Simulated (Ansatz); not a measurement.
Calculated with Ansatz (gas phase, PBE0-D4/def2-TZVP geometries, no zero-point term in ΔE). CCSD(T)/CBS is the MP2 limit (def2-TZVPP, def2-QZVPP) plus CCSD(T) − MP2 in def2-TZVPP, frozen cores. This one scheme is used for every species. For Ga outer-core shells are correlated without core-valence functions, which leaves a few kJ/mol of doubt a bond. Scalar relativity is left out up to krypton.

Consider the hydrogenolysis of a B–Cl bond: `[SiH3][B](Cl)[GaH2]` + H₂ → `[SiH3][BH][GaH2]` + HCl.

```json
{"species": "`[SiH3][B](Cl)[GaH2]`", "CCSD(T)/CBS(def2) energy (Eh)": "-2700.58386"}
{"species": "H₂", "CCSD(T)/CBS(def2) energy (Eh)": "-1.17544"}
{"species": "`[SiH3][BH][GaH2]`", "CCSD(T)/CBS(def2) energy (Eh)": "-2241.35179"}
{"species": "HCl", "CCSD(T)/CBS(def2) energy (Eh)": "-460.38127"}
```

Work out ΔE.

ΔE = (-2241.35179) + (-460.38127) − (-2700.58386) − (-1.17544) = 0.02624 Eh = +68.9 kJ/mol.

Largest T1 diagnostic among the species: 0.015.

From BLYP to BHLYP (50 % exact exchange), in def2-TZVPP and without D4, ΔE moves by −8.3 kJ/mol. The D4 term adds +8.9 kJ/mol with B3LYP and +4.7 kJ/mol with PBE0; it sums over pairs of atoms, weighted by their polarisabilities, and B3LYP, whose exchange is more repulsive, gets the larger term.

B3LYP here is the variant with VWN-RPA as its local correlation; programs differ in this.
